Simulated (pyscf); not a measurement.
Optimised with ωB97X-D3(BJ)/def2-SVP in PySCF.

Task: Estimate by transition-state theory (the high-pressure limit) the rate constant of cyclic F₂S₂W (SMILES [F][W]1([F])[S][S]1) [singlet] → F–W(F)(=S)=S (singlet surface; S–S broken, none formed) at 1200 K, with ωB97M-D3(BJ)/def2-TZVP energies (ideal gas, 1 atm, RRHO with modes under 100 cm⁻¹ raised to 100, one conformer, R ln 2 for rigid chiral ones; no tunnelling).

Result: The electronic barrier is 22.3 kcal/mol and the thermal terms add +0.5, so ΔG‡ = 22.7 kcal/mol. With k_BT/h = 2.50e+13 s⁻¹ and RT = 2.385 kcal/mol, k = 1.8e+09 s⁻¹; so small a molecule is far into fall-off at 1 atm, where the true rate is lower. Wigner's tunnelling factor for 746i cm⁻¹ would be 1.03. A shift of 1 kcal/mol in the barrier changes k by a factor 1.5. This is the saddle that the search found; another between the same sides may lie lower. 2 of the closed-shell references are unstable towards spin polarisation; treat their single-reference values with care. Elements past Kr carry the def2 core potentials, without spin-orbit coupling.
